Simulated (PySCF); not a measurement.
An unknown is described by computed data only.

Elements present: C, H and P. Monoisotopic mass: 127.9945 u.

* NMR, other nuclei: isotropic shieldings of nuclei other than C and H, by class: 54 (1 P), 70 (1 P) ppm [GIAO PBE0/pcSseg-1]
* UV, strongest line: among the 8 lowest singlet transitions: S8 at 5.63 eV (220 nm, f = 0.330) [TDDFT CAM-B3LYP/def2-SVPD]
* 13C NMR: chemical shifts (computed TMS as zero) by class: 196.9 (1 C), 177.7 (1 C), 162.1 (1 C), 139.8 (1 C), 29.8 (1 C) ppm [GIAO PBE0/pcSseg-1]
* Rotational structure: rotational constants A, B, C: 3.350, 1.592, 1.086 GHz [GFN2-xTB]
* Dipole: 1.78 D [CAM-B3LYP/def2-SVPD]
* Polarisability: 107.3 au [CAM-B3LYP/def2-SVPD]

Electronic properties: PySCF, gas phase, density fitting. Levels stand in brackets. Isolated species at its GFN2-xTB geometry, gas phase. NMR values are class means; diastereotopic atoms form classes of their own.

Question: Which formula fits the mass and the elements?

Answer: C5H6P2 (calculated 127.9945). No other formula that holds each of these elements comes within 0.0003 u with a fitting electron parity and a possible valence count.

Question: Propose a structure and show how it fits.

Answer: Numbering: `[CH3:1][c:2]1[cH:3][cH:4][p:5][cH:6][p:7]1`. 5 carbons fall into 5 classes; from least to most shielded: aromatic CH carbon [C6] (196.9 ppm), substituted aromatic carbon [C2] (177.7 ppm), aromatic CH carbon [C4] (162.1 ppm), aromatic CH carbon [C3] (139.8 ppm), benzylic-type carbon [C1] (29.8 ppm). The other shieldings belong to: 54 ppm, phosphorus bonded to 2 C [P7]; 70 ppm, phosphorus bonded to 2 C [P5]. The optimised geometry has point group Cs and is an asymmetric top. Structure: `CC1=PC=PC=C1`. Computed isomers that give other values at the same levels: `Cc1cpcpc1` (13C chemical shifts (computed TMS as zero) by class: 190.7 (1 C), 161.9 (2 C), 147.1 (1 C), 31.7 (1 C) ppm); `C#CCP(P)C#C` (13C chemical shifts (computed TMS as zero) by class: 103.2 (1 C), 88.2 (1 C), 83.9 (1 C), 78.7 (1 C), 23.6 (1 C) ppm). The assignments are read from this structure; whether some other isomer fits the data as well wasn't checked.
